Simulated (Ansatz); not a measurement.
Stepwise reaction of `[OH][GeH]([OH])[OH]` with hydrogen, as a gas-phase model of exchange steps in deposition or etching. ΔE in kJ/mol.

Calculated with Ansatz (gas phase, PBE0-D4/def2-TZVP geometries, no zero-point term in ΔE). CBS: MP2 limit from def2 TZ/QZ plus the TZ coupled-cluster correction, frozen cores. This one scheme is used for every species. DFT in def2-TZVPP. B3LYP here is the variant with VWN-RPA as its local correlation; programs differ in this. For Ge outer-core shells are correlated without core-valence functions, which leaves a few kJ/mol of doubt a bond. Scalar relativity is left out up to krypton. Each species was taken in one conformer, which may not be the lowest.

```json
{"step": "2", "reaction": "`[OH][GeH2][OH]` + H₂ → `[OH][GeH3]` + H₂O", "PBE-D4": "19.6", "B3LYP-D4": "21.1", "ωB97M-V": "21.0", "CCSD(T)/CBS": "19.9"}
{"step": "3", "reaction": "`[OH][GeH3]` + H₂ → GeH₄ + H₂O", "PBE-D4": "-4.3", "B3LYP-D4": "-1.4", "ωB97M-V": "-2.6", "CCSD(T)/CBS": "-4.4"}
```

(1) Give the row of step 1, `[OH][GeH]([OH])[OH]` + H₂ → `[OH][GeH2][OH]` + H₂O. (An estimate is asked.)

(2) By hand: ΔE of the 3 steps together at CCSD(T)/CBS.

Answers

(1) The calculation gave: 
```csv
step,reaction,PBE-D4,B3LYP-D4,ωB97M-V,CCSD(T)/CBS
1,`[OH][GeH]([OH])[OH]` + H₂ → `[OH][GeH2][OH]` + H₂O,31.8,34.8,35.7,33.9
```

(2) (33.9) + (19.9) + (-4.4) = 49.4 kJ/mol, or 16.5 kJ/mol a step.

In ΔE each step is lower than the one before. PBE-D4 differs from CCSD(T)/CBS by -2.1 to 0.1 kJ/mol a step. Isolated molecules leave out the surface, adducts and barriers. Largest T1 diagnostic: 0.012.
